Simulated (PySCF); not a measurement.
Compound: methyldifluoroisocyanate silane, C₂H₃F₂NOSi.
Atom-mapped SMILES: `[CH3:1][Si:2]([F:3])([F:4])[N:5]=[C:6]=[O:7]` (hydrogens: H8, H9, H10 on C1)

Computed, not measured: PySCF 2.14.0, PBE0-D3(BJ)/def2-SVP geometry optimisation, gas phase.

(1) Give the optimised bond lengths and angles.

Answers

(1) 
```json
{"bond": "C1–Si2", "length (Å)": "1.834", "order": "single"}
{"bond": "Si2–F3, Si2–F4", "length (Å)": "1.610", "order": "single"}
{"bond": "Si2–N5", "length (Å)": "1.699", "order": "single"}
{"bond": "N5=C6", "length (Å)": "1.199", "order": "double"}
{"bond": "C6=O7", "length (Å)": "1.164", "order": "double"}
{"bond": "C1–H8, C1–H9, C1–H10", "length (Å)": "1.100", "order": "single"}
```

Bonds in one row agree within 0.01 Å and their mean is given. Orders are formal, as drawn. A selection of angles:
```json
{"angle": "Si2–C1–H8", "degrees": "110.7"}
{"angle": "Si2–C1–H9", "degrees": "110.2"}
{"angle": "H8–C1–H9", "degrees": "108.4"}
{"angle": "C1–Si2–F3", "degrees": "111.4"}
{"angle": "C1–Si2–N5", "degrees": "112.6"}
{"angle": "F3–Si2–F4", "degrees": "106.2"}
{"angle": "F3–Si2–N5", "degrees": "107.6"}
{"angle": "Si2–N5–C6", "degrees": "176.8"}
{"angle": "N5–C6–O7", "degrees": "179.4"}
```

Si2 (fluorine-bound silicon) is tetrahedral (angles from 106.2° to 112.6°).

Stationary, but not proved a minimum.

Time: 2.2 min. Hardware: one thread of an x86-64 server, shared host. These figures are those of the optimisation.
